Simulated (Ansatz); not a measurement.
Spin states of H2O2Os (SMILES [OH][Os][OH]), each relaxed at B3LYP-D3(BJ)/def2-TZVP; lowest solutions found, singlets restricted, no spin–orbit coupling, no relativity up to Kr.
Multiplicity 3 (charge 0, multiplicity 3):
| atom | x (Å) | y (Å) | z (Å) |
|---|---|---|---|
| Os | 0.0918 | -0.2856 | 0.0549 |
| O | 1.5028 | -0.0554 | -1.1207 |
| H | 1.6786 | 0.7438 | -1.6325 |
| O | -1.3257 | -0.5169 | 1.2225 |
| H | -2.0013 | 0.1440 | 1.4186 |
Multiplicity 5 (charge 0, multiplicity 5):
```xyz
5

Os     0.087    -0.269     0.052
O      1.406    -0.081    -1.325
H      1.832     0.752    -1.551
O     -1.256    -0.392     1.415
H     -2.123     0.020     1.352
```

Codes used: Ansatz (Gaussian basis) for Hartree–Fock, density functionals and correlated methods.  In def2 rows elements past Kr take small-core potentials, without spin–orbit coupling.

The energy of multiplicity 5 less that of multiplicity 3 (kcal/mol) and the share of exact exchange:

```
functional          exact exchange (%)  value
------------------  ------------------  -----
PBE/def2-TZVPP                       0   6.94
PBE0/def2-TZVPP                     25   0.46
BLYP/def2-TZVPP                      0   8.91
B3LYP/def2-TZVPP                    20   4.80
BHLYP/def2-TZVPP                    50  -2.77
r2SCAN/def2-TZVPP                    0  -0.15
r2SCANh/def2-TZVPP                  10  -2.12
```

**Question.** Take the value as linear in the share of exact exchange along PBE and PBE0. Give the slope, say whether the sign turns, and set the other functionals against that line.

**Answer.** 
Slope: (0.46 − (6.94))/2.5 = -2.59 kcal/mol for each 10 %. The line crosses zero at 27 %, where the sign would turn. At 50 % it gives -6.0 kcal/mol. The LYP pair gives (-2.77 − (8.91))/5 = -2.34 for each 10 %. BHLYP, at 50 %, lies 3.2 from the PBE line. B3LYP, at 20 %, lies 3.0 from the PBE line. r2SCAN, with none, stands -7.1 from PBE. The r2SCAN pair gives -1.96 for 10 %.

Ansatz is an electronic-structure program.
